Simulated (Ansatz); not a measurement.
Basis sets compared for the cluster Ge₃⁻ (the lowest doublet isomer of a short search). Charge -1, multiplicity 2. Geometry B3LYP-D4/def2-TZVPD. Ansatz on 4 threads of Arm Neoverse V1 on a shared host; times are rough, and most runs start from earlier orbitals.

```xyz
3

Ge   -0.1128   -0.2154   -1.4486
Ge    0.6342    1.1101    0.4064
Ge   -0.5214   -0.8947    1.0423
```

The 6-31G sets use Cartesian d functions. At HF/def2-TZVPD the charge -1 doublet is spin-contaminated (final ⟨S²⟩ up to 0.83, 0.75 for a pure state). At PBE-D4/def2-SVPD, PBE-D4/def2-TZVPD the highest occupied level of the charge -1 doublet lies above zero (up to 0.32 eV). By energy differences its removal costs 2.20 eV (vertical, to the charge 0 triplet, at PBE0-D4/def2-TZVPD). The structure comes from a short search, and lower isomers may exist.

```json
{"level": "HF/6-31G", "functions": "87", "energy (Eh)": "-6225.0925", "HOMO (eV)": "-2.36", "LUMO (eV)": "4.21", "wall time": "1.9 s"}
{"level": "PBE-D4/def2-SVPD", "functions": "114", "energy (Eh)": "-6229.3599", "HOMO (eV)": "0.32", "LUMO (eV)": "0.80", "wall time": "2.2 s"}
{"level": "PBE0-D4/def2-SVPD", "functions": "114", "energy (Eh)": "-6229.5061", "HOMO (eV)": "-0.50", "LUMO (eV)": "1.48", "wall time": "3.2 s"}
```

(1) Estimate the rows for HF/def2-TZVPD, PBE-D4/def2-TZVPD, PBE0-D4/def2-TZVPD.

## Answers

(1) 
```csv
level,functions,energy (Eh),HOMO (eV),LUMO (eV),wall time
HF/def2-TZVPD,162,-6226.1236,-2.29,4.43,7.5 s
PBE-D4/def2-TZVPD,162,-6230.1429,0.27,0.76,3 s
PBE0-D4/def2-TZVPD,162,-6230.2877,-0.53,1.45,7 s
```
